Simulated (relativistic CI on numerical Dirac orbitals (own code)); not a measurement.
**Radial parameters of Au XLII**

Method of calculation: Dirac-Coulomb-Breit CI, KLI orbitals optimised for each configuration, model QED (radiative potential, 1s self-energy scaled to tabulated hydrogen-like ionisation energies), unscaled Slater integrals (own radial code, finite nucleus).

Slater integrals F^k, G^k are unscaled and averaged over j, outside the closed core [Ar] 3d10; ζ comes from projecting the Hamiltonian with its Breit term on Σ l·s of the shell.

- 4s²4p⁶4d²: F^2(4d,4d) = 262900, F^4(4d,4d) = 179220, ζ(4d) = 86361 cm⁻¹; <r>(4d) = 0.3807, <r^2>(4d) = 0.1658 (bohr units).
- 4s²4p⁶4d4f: ζ(4d) = 86264, F^2(4d,4f) = 265310, F^4(4d,4f) = 172480, G^1(4d,4f) = 264210, G^3(4d,4f) = 185140, G^5(4d,4f) = 136960, ζ(4f) = 15974 cm⁻¹; <r>(4d) = 0.3811, <r^2>(4d) = 0.166, <r>(4f) = 0.3534, <r^2>(4f) = 0.1411 (bohr units).
- 4s²4p⁵4d³: ζ(4p) = 689680, F^2(4d,4d) = 262850, F^4(4d,4d) = 179180, F^2(4p,4d) = 263020, G^1(4p,4d) = 324950, G^3(4p,4d) = 208590, ζ(4d) = 86042 cm⁻¹; <r>(4p) = 0.3812, <r^2>(4p) = 0.1647, <r>(4d) = 0.3808, <r^2>(4d) = 0.1658 (bohr units).

(1) Give the Racah parameters of the d shell in 4s²4p⁶4d².

Averages of the first 10 configurations, taken without configuration mixing, which lowers the lowest level and can move excited configurations by several eV; other configurations of the list can lie among them:

| Configuration | Parity | States | Average energy above the lowest level (eV) |
| --- | --- | --- | --- |
| 4s²4p⁶4d² | even | 45 | 38.1 |
| 4s²4p⁶4d4f | odd | 140 | 268.9 |
| 4s²4p⁵4d³ | odd | 720 | 279.5 |
| 4s4p⁶4d³ | even | 240 | 491.7 |
| 4s²4p⁵4d²4f | even | 3780 | 507.6 |
| 4s4p⁶4d²4f | odd | 1260 | 720.1 |
| 4s²4p⁶4d5s | even | 20 | 630.6 |
| 4s²4p⁶4f5s | odd | 28 | 860.9 |
| 4s²4p⁶4d5p | odd | 60 | 721.5 |
| 4s²4p⁶4f² | even | 91 | 502.6 |

Results:

(1) B = F²/49 − 5F⁴/441 = 3333 cm⁻¹ and C = 35F⁴/441 = 14224 cm⁻¹.
